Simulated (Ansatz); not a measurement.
`C[NH][Ga]([Cl])[Cl]`. Charge 0, multiplicity 1. All single points use the PBE0-D4/def2-TZVP geometry. It is one conformer, not always the lowest.

```xyz
9

C     0.865    0.947   -0.408
N     0.186   -0.327   -0.487
Ga   -1.053   -0.957    0.644
Cl   -1.663    0.211    2.313
Cl   -1.929   -2.869    0.340
H     0.676    1.566   -1.292
H     1.949    0.827   -0.302
H     0.512    1.504    0.461
H     0.456   -0.901   -1.269
```

What is the dipole moment at PBE/def2-TZVPP? (Estimate.)

Computed: 2.76 D, with components (1.91, 0.97, -1.74) D in this frame, pointing from negative to positive charge.

And with r2SCAN, B3LYP, ωB97M-V? (Estimate.)

The calculation gave: r2SCAN 2.79 D, B3LYP 2.72 D, ωB97M-V 2.64 D.

Give the Mulliken charges with PBE, B3LYP, ωB97M-V in def2-TZVPP. (An estimate is asked.)

The calculation gave: 
```json
{"atom": "C1", "PBE": "-0.18", "B3LYP": "-0.16", "ωB97M-V": "-0.21"}
{"atom": "N2", "PBE": "-0.23", "B3LYP": "-0.27", "ωB97M-V": "-0.28"}
{"atom": "Ga3", "PBE": "0.44", "B3LYP": "0.52", "ωB97M-V": "0.51"}
{"atom": "Cl4", "PBE": "-0.24", "B3LYP": "-0.26", "ωB97M-V": "-0.24"}
{"atom": "Cl5", "PBE": "-0.23", "B3LYP": "-0.25", "ωB97M-V": "-0.24"}
{"atom": "H6", "PBE": "0.10", "B3LYP": "0.10", "ωB97M-V": "0.12"}
{"atom": "H7", "PBE": "0.10", "B3LYP": "0.10", "ωB97M-V": "0.12"}
{"atom": "H8", "PBE": "0.09", "B3LYP": "0.09", "ωB97M-V": "0.10"}
{"atom": "H9", "PBE": "0.15", "B3LYP": "0.13", "ωB97M-V": "0.11"}
```

B3LYP here is the variant with VWN-RPA as its local correlation; programs differ in this.
